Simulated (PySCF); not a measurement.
dibromo(difluoro)methane (CBr2F2), SMILES FC(F)(Br)Br. Coordinates come from a PBE0-D3(BJ)/def2-SVP optimisation.

Task: Give the equilibrium geometry at PBE0-D3(BJ)/def2-SVP (PySCF confirms it by a frequency run) as a Z-matrix, and its point group. (An estimate is asked for; the answer gives what the named calculation found.)

Result: point group C2v.
```
C
F 1 1.3199
F 1 1.3199 2 108.49
Br 1 1.9354 2 109.21 3 118.94
Br 1 1.9354 2 109.21 3 -118.94
```
